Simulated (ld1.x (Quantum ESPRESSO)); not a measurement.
Transferability test, PAW potential for Ba

| Quantity | Value |
| --- | --- |
| Element | Ba |
| Generator | ld1.x (Quantum ESPRESSO) 7.5 |
| Type | PAW |
| Functional | LDA (PZ) |
| Relativity | fully relativistic |
| Frozen core | [Kr] 4d10 |
| Valence charge | 10 |
| Reference configuration | 5s2 5p6 5d0 6s0 6p0 (charge +2) |
| Partial waves | 5s (bound): rcut 2.65, rcutus 3.00 bohr; 6s (bound, empty): rcut 2.65, rcutus 3.00 bohr; 5p (bound): rcut 2.40, rcutus 2.70 bohr; 6p (bound, empty): rcut 2.40, rcutus 2.70 bohr; 5d (bound, empty): rcut 3.40, rcutus 3.65 bohr; 5d channel at 4.4 Ry: rcut 3.40, rcutus 3.65 bohr |
| Local potential | all-electron potential smoothed inside 3.15 bohr (lloc = -2) |
| Core correction | Bessel-smoothed model core, default radius (core density twice the valence density) |
| Augmentation charge | PSQ, inside the norm-conserving radii |

Open shells are filled in proportion to 2j + 1 (rel_dist='average').

Energies are relative to the spin-unpolarised reference configuration 5s2 5p6 5d0 6s0 6p0; without spin polarisation the order of configurations can differ from experiment.

Task: Give the all-electron excitation energy and the error of the potential for: 5s2 5p6 5d0 6s2 6p0; 5s2 5p6 5d0 6s1 6p0; 5s2 5p6 5d0 6s1.5 6p0; 5s2 5p6 5d0 6s0 6p2; 5s1 5p6 5d0 6s2 6p0; 5s2 5p6 5d1 6s1 6p0; 5s2 5p6 5d0 6s1 6p1.

Result:

```tsv
valence configuration	charge	ΔE all-electron (eV)	error AE − PS (meV)
5s2 5p6 5d0 6s2 6p0	0	-15.709	+5.6
5s2 5p6 5d0 6s1 6p0	+1	-10.168	+2.2
5s2 5p6 5d0 6s1.5 6p0	+0.5	-13.499	+4.0
5s2 5p6 5d0 6s0 6p2	0	-11.357	0.0
5s1 5p6 5d0 6s2 6p0	+1	23.223	-18
5s2 5p6 5d1 6s1 6p0	0	-14.359	-57
5s2 5p6 5d0 6s1 6p1	0	-13.593	+0.9
```

Levels in the configuration 5s2 5p6 5d0 6s2 6p0:

```json
{"level": "5s j=1/2", "all-electron (eV)": "-33.757", "pseudo (eV)": "-33.753"}
{"level": "5p j=1/2", "all-electron (eV)": "-20.264", "pseudo (eV)": "-20.250"}
{"level": "5p j=3/2", "all-electron (eV)": "-18.148", "pseudo (eV)": "-18.133"}
{"level": "6s j=1/2", "all-electron (eV)": "-3.350", "pseudo (eV)": "-3.353"}
```

The ghost test of this file was not conclusive.
